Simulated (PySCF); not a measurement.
Cu(AsH3)(OH) (singlet state).
SMILES: `[OH][Cu]<-[AsH3]`

Theory: TDDFT B3LYP/def2-SVPD, vertical, gas phase, core orbitals frozen in the response in PySCF. Isolated species at its PBE0-D3(BJ)/def2-SVP geometry, gas phase. Relativistic effects, spin–orbit coupling among them, are left out although an element past zinc is present.

Computed states:

```csv
state,E (eV),f
S1,3.97,0.0011
S2,4.15,0.0010
S3,4.22,0.019
S4,4.33,0.022
S5,4.35,0.026
S6,4.68,0.031
S7,5.17,0.0023
S8,5.22,0.0004
S9,5.22,0.0051
S10,5.25,0.042
S11,5.39,0.0023
S12,5.39,0.0030
S13,5.46,0.012
S14,5.49,0.0000
```

Each state is given a Gaussian of 0.4 eV full width at half maximum, with ε(max) = 2.175×10⁸ f / Δν̃ (Δν̃ the width in cm⁻¹). The width is an assumption, not a result. The curve ends short of the highest state used, and states not computed would add to its high-energy end.

(1) What does the envelope look like, and where are its maxima?

(2) On this curve, what absorbance would a 10⁻⁵ mol/L sample give at 355 nm over a 1 cm path?

(3) Coming from long wavelengths, where does ε first pass 100 L mol⁻¹ cm⁻¹?

(4) Does any computed singlet lie in the visible range?

Results:

(1) 
```tsv
E (eV)	ε (L mol⁻¹ cm⁻¹)
3.37	0
3.44	1
3.51	2
3.57	5
3.64	16
3.70	37
3.77	92
3.84	216
3.90	424
3.97	856
4.03	1433
4.10	2335
4.17	3340
4.23	4079
4.30	4561
4.36	4565
4.43	4191
4.50	3659
4.56	3242
4.63	2839
4.69	2501
4.76	2050
4.83	1596
4.89	1337
```

Maxima: 286 nm (4.33 eV), ε about 4600, made up of S3 (23%), S4 (32%) and S5 (38%) (ε in L mol⁻¹ cm⁻¹; maxima over ε = 5, shares over 10%).

(2) 355 nm is 3.493 eV, where ε is about 1.5 L mol⁻¹ cm⁻¹, so A = ε c l ≈ 1.5e-05 (Beer–Lambert, with the gas-phase spectrum and the assumed width).

(3) At about 328 nm (3.78 eV), 0.20 eV below S1.

(4) No computed singlet lies in the visible range (380 to 750 nm); the lowest, at 312 nm, stands 0.71 eV above its violet end (3.26 eV).
